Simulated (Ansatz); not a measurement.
Isolated molecules relaxed with PBE0-D4/def2-TZVP in Ansatz; ΔE leaves out vibrations. CCSD(T)/CBS is the MP2 limit (def2-TZVPP, def2-QZVPP) plus CCSD(T) − MP2 in def2-TZVPP, frozen cores. For Br, Ge outer-core shells are correlated without core-valence functions, which leaves a few kJ/mol of doubt a bond. Scalar relativity is left out up to krypton. Each species was taken in one conformer, which may not be the lowest.

Reaction (redistribution): `C=N[Si](N)(O)F` + `[CH3][GeH2][Br]` → `N[Si](O)(F)Br` + `C=[N][GeH2][CH3]`

| species | SCS-MP2/def2-TZVPP energy (Eh) |
| --- | --- |
| `C=N[Si](N)(O)F` | -614.39536 |
| `[CH3][GeH2][Br]` | -4689.32043 |
| `N[Si](O)(F)Br` | -3093.24403 |
| `C=[N][GeH2][CH3]` | -2210.45668 |

**Question.** Work out ΔE.

**Answer.** ΔE = (-3093.24403) + (-2210.45668) − (-614.39536) − (-4689.32043) = 0.01508 Eh = +9.5 kcal/mol. CCSD(T)/CBS gives +9.2 kcal/mol.

Largest T1 diagnostic among the species: 0.012.

In def2-TZVPP, CCSD(T) changes the Hartree–Fock value by −4.1 kcal/mol (the triples alone add −0.7 kcal/mol) and MP2 by −4.7 kcal/mol. From PBE to PBE0 (25 % exact exchange), in def2-TZVPP and without D4, ΔE moves by +1.0 kcal/mol.
